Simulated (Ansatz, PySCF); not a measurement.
Gas-phase reaction R1 + R2 → P1 + P2, each structure at its B3LYP-D3(BJ)/def2-TZVP stationary point, reached from a drawn start (curvature not checked).
R1: N atom, charge 0, multiplicity 4.
P1, NO (SMILES [N]=O) (charge 0, multiplicity 2, Z-matrix in Å and degrees):
```
N
O 1 1.1449
```
P2: O atom, charge 0, multiplicity 3.
R2: O2 (SMILES O=O), charge 0, multiplicity 3.

| level | reaction energy (eV) | minus CCSD(T)/CBS(aug-cc-pVTZ, aug-cc-pVQZ) |
|---|---|---|
| HF/aug-cc-pVDZ | -0.845 | 0.529 |
| HF/aug-cc-pVTZ | -0.879 | 0.495 |
| HF/aug-cc-pVQZ | -0.886 | 0.487 |
| SVWN5/def2-TZVPPD | -1.029 | 0.344 |
| PBE/def2-TZVPPD | -1.228 | 0.145 |
| BLYP/def2-TZVPPD | -1.338 | 0.035 |
| revPBE/def2-TZVPPD | -1.222 | 0.151 |
| r2SCAN/def2-TZVPPD | -0.972 | 0.402 |
| B97M-V/def2-TZVPPD | -1.236 | 0.137 |
| B3LYP/def2-TZVPPD | -1.360 | 0.013 |
| PBE0/def2-TZVPPD | -1.255 | 0.118 |
| BHLYP/def2-TZVPPD | -1.406 | -0.033 |
| M06-2X/def2-TZVPPD | -1.291 | 0.082 |
| CAM-B3LYP/def2-TZVPPD | -1.335 | 0.038 |
| wB97X-V/def2-TZVPPD | -1.333 | 0.040 |
| wB97M-V/def2-TZVPPD | -1.375 | -0.002 |
| B2PLYP/def2-TZVPPD | -1.349 | 0.024 |
| MP2/aug-cc-pVDZ | -1.024 | 0.349 |
| MP2/aug-cc-pVTZ | -1.151 | 0.223 |
| MP2/aug-cc-pVQZ | -1.212 | 0.161 |
| MP2/CBS(aug-cc-pVTZ, aug-cc-pVQZ) | -1.252 | 0.121 |
| SCS-MP2/aug-cc-pVDZ | -1.372 | 0.001 |
| SCS-MP2/aug-cc-pVTZ | -1.573 | -0.200 |
| SCS-MP2/aug-cc-pVQZ | -1.657 | -0.284 |
| CCSD/aug-cc-pVDZ | -1.105 | 0.268 |
| CCSD/aug-cc-pVTZ | -1.248 | 0.126 |
| CCSD/aug-cc-pVQZ | -1.306 | 0.067 |
| CCSD(T)/aug-cc-pVDZ | -1.148 | 0.225 |
| CCSD(T)/aug-cc-pVTZ | -1.281 | 0.092 |
| CCSD(T)/aug-cc-pVQZ | -1.337 | 0.036 |
| CCSD(T)/CBS(aug-cc-pVTZ, aug-cc-pVQZ) | -1.373 | 0.000 |

 The comparison column counts from a level with limits of its own.

P less R. No zero-point or thermal terms; open shells are unrestricted; no spin–orbit coupling.

Correlated levels freeze the cores. CBS(a, b) extrapolates the correlation energy as X⁻³ and adds the Hartree–Fock energy of set b.

Programs: Ansatz (an electronic-structure program); PySCF for M06-2X. Each number belongs to the level named beside it.
